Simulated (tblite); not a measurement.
Species: C4H9FNS (doublet state).
SMILES with atom numbers: `[CH3:1][C@H:2]([CH2:3][F:4])[C:5]([NH2:6])[SH:7]` (hydrogens: H8, H9, H10 on C1; H11 on C2; H12, H13 on C3; H14, H15 on N6; H16 on S7)

Cartesian coordinates in Å at the GFN2-xTB level; atoms count from 1:
```xyz
16
C4H9FNS angstrom
C     -1.5342    0.6660    0.4676
C     -0.3853    0.3379   -0.4901
C     -0.5809   -1.0636   -1.0981
F     -0.6036   -2.0322   -0.1195
C      0.9389    0.4887    0.1916
N      1.1744   -0.2285    1.3437
S      2.2891    0.9150   -0.8679
H     -1.3883    1.6522    0.8988
H     -1.5782   -0.0613    1.2737
H     -2.4815    0.6538   -0.0659
H     -0.4024    1.0364   -1.3335
H      0.2430   -1.3183   -1.7721
H     -1.5370   -1.1331   -1.6254
H      2.1378   -0.2933    1.6331
H      0.6574   -1.0902    1.4680
H      3.0432    1.4797    0.0844
```

Computed values, GFN2-xTB/tblite, gas phase, harmonic and unscaled. Errors from tens to a few hundred cm⁻¹ against measured bands are possible. Modes of hydrogen on sulfur can be 10 to 20 % off. One conformer, not necessarily the lowest. Open shells enter through the occupations alone, without spin polarisation, and single modes of such species can be off by tens of per cent.

Harmonic wavenumbers (cm⁻¹): 50.1, 118.0, 152.2, 187.0, 200.8, 214.8, 277.4, 290.8, 316.2, 376.9, 450.3, 588.6, 642.6, 714.4, 820.6, 881.8, 931.9, 945.3, 992.5, 1056.7, 1105.4, 1115.6, 1157.2, 1215.0, 1264.8, 1311.3, 1328.6, 1343.5, 1408.9, 1442.1, 1479.1, 1490.5, 1495.0, 2325.7, 2944.0, 2949.9, 2957.4, 3037.4, 3051.1, 3055.3, 3367.8, 3483.1.

A = 3047, B = 1367, C = 1321 MHz; mass 122.044 u (most abundant isotopes); point group C1, symmetry number 1; spin multiplicity 2.

**Question.** Zero-point energy?

**Answer.** Half the sum of the wavenumbers: 27269 cm⁻¹ = 326.21 kJ/mol.

**Question.** Give the ideal-gas entropy at 350 K and 1 bar in the rigid-rotor, harmonic-oscillator model (classical rotation).

**Answer.** Translation 172.11, rotation 121.07, vibration 125.77, spin (R ln 2) 5.76: S = 424.7 J/(mol K).

**Question.** And Cp and H(350 K) − H(0)?

**Answer.** Cp = 162.31 J/(mol K), of which vibrations give 129.05 (their classical limit is 42 R = 349.2); H(350 K) − H(0) = 35.19 kJ/mol without the zero-point energy, 23.55 from vibrations.

**Question.** How do the functions run with temperature in this model?

**Answer.** 
```json
{"T (K)": "100", "S (J/(mol K))": "284.6", "Cp (J/(mol K))": "75.0", "H − H(0) (kJ/mol)": "5.05", "G − H(0) (kJ/mol)": "-23.41", "ln q(vib)": "1.21"}
{"T (K)": "200", "S (J/(mol K))": "349.0", "Cp (J/(mol K))": "112.7", "H − H(0) (kJ/mol)": "14.56", "G − H(0) (kJ/mol)": "-55.25", "ln q(vib)": "3.51"}
{"T (K)": "300", "S (J/(mol K))": "401.0", "Cp (J/(mol K))": "145.9", "H − H(0) (kJ/mol)": "27.48", "G − H(0) (kJ/mol)": "-92.81", "ln q(vib)": "5.87"}
{"T (K)": "500", "S (J/(mol K))": "490.2", "Cp (J/(mol K))": "205.7", "H − H(0) (kJ/mol)": "62.92", "G − H(0) (kJ/mol)": "-182.17", "ln q(vib)": "10.44"}
{"T (K)": "800", "S (J/(mol K))": "600.8", "Cp (J/(mol K))": "264.1", "H − H(0) (kJ/mol)": "134.18", "G − H(0) (kJ/mol)": "-346.42", "ln q(vib)": "16.82"}
{"T (K)": "1000", "S (J/(mol K))": "662.6", "Cp (J/(mol K))": "289.7", "H − H(0) (kJ/mol)": "189.69", "G − H(0) (kJ/mol)": "-472.89", "ln q(vib)": "20.72"}
```

q(vib) and H(0) count from the zero-point level.

**Question.** What must be added to the electronic energy to get the Gibbs energy at 350 K and 1 bar?

**Answer.** ZPE + [H(350 K) − H(0)] − T·S = 326.21 + 35.19 − 148.65 = 212.75 kJ/mol.

**Question.** Which modes carry the vibrational entropy at 350 K?

**Answer.** 50.1 cm⁻¹: 21.47; 118.0 cm⁻¹: 14.41; 152.2 cm⁻¹: 12.35; 187.0 cm⁻¹: 10.70; 200.8 cm⁻¹: 10.14; 214.8 cm⁻¹: 9.61 J/(mol K); the other 36 give 47.08 together.

**Question.** Blend soft modes into free rotors: weight 1/[1 + (100 cm⁻¹/ν̃)⁴] for the oscillator and the rest for a rotor with moment μB/(μ + B), μ = h/(8π²ν), B = 10⁻⁴⁴ kg m². What vibrational entropy results?

**Answer.** 119.03 J/(mol K) in place of 125.77, which changes −T·S at 350 K by +2.36 kJ/mol.

Hindered rotation and anharmonicity are outside this model. Other conformers, if any are populated, would add a mixing term that is left out. The structure is chiral; the term R ln 2 for an equal mix with its mirror image is left out.

Hardware: Intel Xeon 6975P-C, one thread, no GPU, on a shared host. Cost: 0.36 s. This covers the Hessian and the dipole derivatives.
